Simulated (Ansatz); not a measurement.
`[O]=[W]([F])(=[S])[Cl]` + H₂O → `[O]=[W]([OH])([F])=[S]` + HCl at 500 K and 1 bar (formal hydrolysis of a W–Cl bond).

Program: Ansatz. Geometries: PBE0-D4/def2-TZVP. ΔE: electronic, gas phase. CCSD(T)/CBS adds triple-zeta CCSD(T) − MP2 to the extrapolated MP2 energy (def2 sets, frozen cores). This one scheme is used for every species. Elements past krypton have def2 core potentials. For W outer-core shells are correlated without core-valence functions, which leaves a few kJ/mol of doubt a bond. Each species was taken in one conformer, which may not be the lowest.

```csv
species,CCSD(T)/CBS energy (Eh),H − E (kJ/mol),S (J/(mol·K))
`[O]=[W]([F])(=[S])[Cl]`,-1099.67345,60.2,398.2
H₂O,-76.37941,73.2,206.3
`[O]=[W]([OH])([F])=[S]`,-715.66256,94.2,398.3
HCl,-460.38127,32.5,201.9
```

H − E and S are ideal-gas, rigid-rotor, harmonic terms from PBE0-D4/def2-TZVP, for one conformer and one mirror image of each species. 1 Eh = 2625.50 kJ/mol, R = 8.31446 J/(mol·K).

Problem. By hand: ΔE, ΔH, ΔS and ΔG.

Solution. ΔE = (-715.66256) + (-460.38127) − (-1099.67345) − (-76.37941) = 0.00903 Eh = 23.7 kJ/mol. Δ(H − E) = 94.2 + 32.5 − 60.2 − 73.2 = -6.7, so ΔH = 17.0 kJ/mol. ΔS = 398.3 + 201.9 − 398.2 − 206.3 = -4.3 J/(mol·K). ΔG = 17.0 − 500 × (-4.3)/1000 = 19.1 kJ/mol.

Problem. By hand: the equilibrium constant, and the temperature at which ΔG would vanish if ΔH and ΔS stayed fixed.

Solution. log₁₀ K = −ΔG/(RT ln 10) = -2.0. ΔH and −TΔS have one sign here, so there is no such temperature.

The number of gas molecules stays the same, so ΔS is small and ΔH decides. A doubt of 5 kJ/mol in ΔE shifts log₁₀ K by 0.5 here. Other conformers and mirror images would add mixing entropy, several J/(mol·K) or more a flexible species. These are equilibria of isolated gas molecules and say nothing of rates. Largest T1 diagnostic: 0.023 (customary marks: 0.02 for closed shells, 0.045 for open ones).

ΔS is within the doubt of such terms, so its sign, and with it that verdict, could turn.
